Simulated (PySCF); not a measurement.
B2N, SMILES [B][N][B] (connectivity only; charge and spin as stated), neutral, multiplicity 2. Coordinates come from a PBE-D3(BJ)/def2-TZVP optimisation.

Level of theory: PBE-D3(BJ)/def2-TZVP (PySCF).

Harmonic wavenumbers (cm⁻¹): 118, 118, 1174, 1529. Rotational constants (GHz): 13.38 (linear); symmetry number 2.

Q: Work out the zero-point energy and the ideal-gas rigid-rotor harmonic-oscillator thermochemistry at 298.15 K and 1 atm.

A: ZPE = ½ Σ hcν = ½ × 2939 cm⁻¹ = 17.58 kJ/mol. H − E(el) = 29.99 kJ/mol. Entropy in J/(mol K): translation 153.31, rotation 53.61, vibration 26.47, spin 5.76, total 239.15. G − E(el) = -41.31 kJ/mol. Cp = 46.50 J/(mol K). Modes under 150 cm⁻¹ make the vibrational entropy uncertain.
